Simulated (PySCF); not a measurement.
# State search for SnBr

Unrestricted PBE0; Sn cc-pVTZ-PP with ECP28, Br cc-pVTZ-PP with ECP10; scalar-relativistic core potentials (PySCF 2.14). Outer shells of the fragments: Sn 4d10 5s2 5p2; Br 3d10 4s2 4p5.

Followed along the bond (rough minima from three points):

```json
{"2Ms+1": "2", "unpaired": "π ↑", "⟨S²⟩ at the start": "0.75", "R at minimum (Å)": "2.53", "Te (eV)": "0.00"}
{"2Ms+1": "4", "unpaired": "σ ↑, π ↑↑", "⟨S²⟩ at the start": "3.76", "R at minimum (Å)": "none in the scan", "Te (eV)": "≤ 3.17"}
```

Solutions found at the starting distance of 2.465 Å, counted from the lowest of them; the search is not exhaustive and high or unbound solutions are not listed, so other states can lie among these:

| 2Ms+1 | unpaired | term | E (eV) | ⟨S²⟩ | ⟨Lz²⟩ | μ (D) |
| --- | --- | --- | --- | --- | --- | --- |
| 2 | π ↑ | ²Π | 0.00 | 0.75 | 1.01 | -2.10 |
| 2 | σ ↑ | ²Σ⁺ | 2.48 | 0.75 | 0.00 | -1.45 |
| 4 | σ ↑, π ↑↑ | ⁴Σ⁻ | 3.16 | 3.76 | 0.00 | -0.54 |
| 2 | σ ↑, π ↑↓ | mixed | 3.83 | 1.76 | 2.02 | -0.02 |
| 2 | σ ↓, π ↑↑ | mixed | 3.87 | 1.77 | 0.00 | 0.32 |
| 4 | π ↑↑↑ | ⁴Π | 4.20 | 3.76 | 1.01 | 3.22 |
| 4 | σ ↑↑, π ↑ | ⁴Π | 5.32 | 3.75 | 1.00 | 0.13 |
| 4 | σ ↑, π ↑↑ | mixed | 6.09 | 3.76 | 2.01 | 3.29 |
| 4 | σ ↑, π ↑↑ | mixed | 6.26 | 3.76 | 2.01 | 3.30 |

A term symbol is given only where ⟨S²⟩ and ⟨Lz²⟩ are close to those of a pure state; real π, δ and φ orbitals otherwise mix terms. A positive dipole means Sn(−)Br(+).

Spin–orbit coupling is left out. Counting both spins, an empty level lies below a filled one in some of these solutions, because spin and occupation are held.
